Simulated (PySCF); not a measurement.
Species: C6H4NO2 (charge -1).
Geometry (PBE0-D3(BJ)/def2-SVP, Å), atoms numbered from 1 in this order:
```
atom  x, y, z in Å
N1     2.3004    2.1625   -1.6745
C2     1.6589    1.3892   -1.0843
C3     0.8605    0.4535   -0.3693
C4     1.5396   -0.5913    0.3540
O5     2.7445   -0.7782    0.4323
C6    -0.5458    0.5908   -0.4014
C7    -1.5390   -0.1641    0.1917
C8    -2.9228    0.1738    0.0138
O9    -3.3916    1.1024   -0.6341
H10    0.8366   -1.2843    0.8880
H11   -0.9325    1.4320   -0.9910
H12   -1.3153   -1.0368    0.8115
H13   -3.6254   -0.5261    0.5528
```

Computed with PBE0-D3(BJ)/def2-SVP geometry optimisation, gas phase (PySCF 2.14.0).

Take the most abundant isotopes and a rigid rotor. The values belong to one conformer with, in the numbering `[N:1]#[C:2]/[C:3]([CH:4]=[O:5])=[CH:6]/[CH:7]=[CH:8]\[O-:9]`, C2–C3–C4–O5 0°, C3–C6–C7–C8 180°.

Problem. Give the principal moments of inertia and the rotational constants in cm⁻¹.

Solution. Ia = 164.86, Ib = 600.69, Ic = 765.55 u·Å²; 505379 MHz·u·Å²/I gives 3066, 841.3 and 660.2 MHz, that is A = 0.10225, B = 0.02806, C = 0.02202 cm⁻¹.

Problem. What kind of rotor is it?

Solution. An asymmetric top: κ = (2 × 841.3 − 3066 − 660.2)/(3066 − 660.2) = -0.85.

Problem. What does the inertial defect say?

Solution. Planar: Δ = Ic − Ia − Ib = 0.00 u·Å². For a rigid frame Δ = −2 Σ m c², so it vanishes when all atoms lie in the ab plane; here none is more than 0.01 Å from it.

Problem. Where do the levels up to J = 5 lie, in K?

Solution. Above 0(0,0), as E/k:
J = 1: 1(0,1) 0.072, 1(1,1) 0.179, 1(1,0) 0.187
J = 2: 2(0,2) 0.216, 2(1,2) 0.314, 2(1,1) 0.340, 2(2,1) 0.661, 2(2,0) 0.661
J = 3: 3(0,3) 0.430, 3(1,3) 0.517, 3(1,2) 0.569, 3(2,2) 0.877, 3(2,1) 0.879, 3(3,1) 1.432, 3(3,0) 1.433
J = 4: 4(0,4) 0.713, 4(1,4) 0.787, 4(1,3) 0.874, 4(2,3) 1.165, 4(2,2) 1.172, 4(3,2) 1.722, 4(3,1) 1.722, 4(4,1) 2.498, 4(4,0) 2.498
J = 5: 5(0,5) 1.064, 5(1,5) 1.123, 5(1,4) 1.253, 5(2,4) 1.524, 5(2,3) 1.541, 5(3,3) 2.084, 5(3,2) 2.084, 5(4,2) 2.860, 5(4,1) 2.860, 5(5,1) 3.859, 5(5,0) 3.859
Those of J = 1 are B + C, A + C and A + B.

Problem. Which types of transition are allowed, and where do some lines up to J = 4 fall?

Solution. The dipole components (about the centre of mass, as the species is charged) are |μa| = 2.26 D, |μb| = 2.99 D, |μc| = 0.00 D; the mirror of this Cs structure is the ab plane, so μc vanishes by symmetry and there are no c-type lines. Intensities carry the squares of the components, which stand as 0.57 : 1.00 (a : b). Some lines, for components of 0.1 D or more:

```tsv
type	branch	J(Ka,Kc)	MHz	lower level (cm⁻¹)
a	Q	2(1,1) ← 2(1,2)	544	0.218
a	Q	4(1,3) ← 4(1,4)	1809	0.547
b	Q	1(1,0) ← 1(0,1)	2405	0.050
a	R	2(1,1) ← 1(1,0)	3184	0.130
a	R	3(1,3) ← 2(1,2)	4226	0.218
a	R	3(0,3) ← 2(0,2)	4462	0.150
a	R	3(2,2) ← 2(2,1)	4504	0.459
a	R	4(3,1) ← 3(3,0)	6028	0.996
b	Q	2(2,1) ← 2(1,2)	7216	0.218
b	R	2(2,1) ← 1(1,0)	9857	0.130
b	R	2(2,0) ← 1(1,1)	10049	0.124
b	R	3(2,2) ← 2(1,1)	11177	0.237
b	Q	4(3,2) ← 4(2,3)	11609	0.809
b	R	4(2,3) ← 3(1,2)	12405	0.396
b	R	3(3,0) ← 2(2,1)	16085	0.459
b	R	4(4,0) ← 3(3,1)	22211	0.996
```

Problem. Estimate the classical rotational partition function at 25 K, 100 K and 500 K.

Solution. Point group Cs, symmetry number σ = 1; q = (√π/σ)·√((kT/h)³/(ABC)), k/h = 20836.6 MHz/K: 16100 at 25 K, 129000 at 100 K, 1440000 at 500 K.

No PBE0-D3(BJ)/def2-SVP frequencies stand behind this structure, so it isn't proved a minimum. The geometry's basis has no diffuse functions, a weakness for an anion. No vibrational averaging or centrifugal distortion is included, and the geometry carries the error of its method. Quadrupole hyperfine structure (14N) is left out.
